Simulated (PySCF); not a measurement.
Cost against result

Saddle point of GaSiH$_{7}$S, closed shell (GaSiH₅ ([SiH3][GaH2]) + H₂S → GaH₃S ([SH][GaH2]) + SiH₄; bonds formed: Si2–H5; dative contacts that become bonds: Ga1–S6; bonds broken: Ga1–Si2, H5–S6), PBE0-D4/def2-TZVP structure:

```
10
angstrom
Ga -0.4817 -1.2507 -0.0251
Si 1.2206 0.6970 -0.3834
H -0.7070 -1.8300 -1.4504
H -0.0853 -1.9055 1.3287
H -0.6510 0.5725 -0.0250
S -2.2868 0.3447 0.3350
H 1.0737 1.5586 -1.5859
H 1.5628 1.5443 0.7907
H 2.3528 -0.2470 -0.6201
H -1.9983 0.5158 1.6354
```

Barriers are electronic and count from the start structure reached by relaxing down the imaginary mode.

Program: PySCF 2.14 with density fitting (its default auxiliary sets; JK sets also for MP2 and CCSD(T)). Basis: as named in each row. Cores are frozen in the correlated methods. Filled d shells of the heavier atoms are correlated. The def2 sets are not built for correlating such inner shells, so the correlated values are less sure here. B3LYP uses VWN-RPA correlation. Extrapolation: Hartree–Fock as exp(−7.88 √X), correlation as X^−2.97.

Times are rough, for one single point on 4 threads of a shared host (Arm Neoverse V2).

The estimate by CCSD(T) at an estimated basis limit (MP2 extrapolated from triple and quadruple zeta, plus CCSD(T) − MP2 in triple zeta) is 22.36 kcal/mol.

| method | basis | time (s) | barrier (kcal/mol) | method less estimate |
| --- | --- | --- | --- | --- |
| HF | STO-3G | under 1 | 57.26 | 34.90 |
| B3LYP-D4 | 6-31G | 4 | 19.70 | -2.65 |
| PBE0-D4 | def2-SVP | 5 | 20.82 | -1.54 |
| PBE-D4 | def2-SVP | 6 | 16.48 | -5.87 |
| SPW92 | def2-TZVPP | 11 | 12.56 | -9.80 |
| MP2 | def2-QZVPP | 12 | 21.21 | -1.15 |
| PBE0-D4 | def2-TZVPP | 15 | 19.67 | -2.69 |
| PBE-D4 | def2-TZVPP | 16 | 15.76 | -6.60 |
| B3LYP-D4 | def2-TZVPP | 16 | 21.85 | -0.51 |
| BHLYP-D4 | def2-TZVPP | 16 | 26.80 | 4.44 |
| r2SCAN-D4 | def2-TZVPP | 37 | 17.51 | -4.85 |
| CCSD(T) | def2-SVP | 43 | 28.22 | 5.86 |
| wB97M-V | def2-TZVPP | 210 | 24.46 | 2.10 |
| CCSD(T) | def2-TZVPP | 870 | 23.99 | 1.64 |

All methods are single points on the PBE0-D4 structures.

T1 diagnostic: at most 0.014.

Labels in which every atom is bracketed show which atoms are joined, not bond orders.
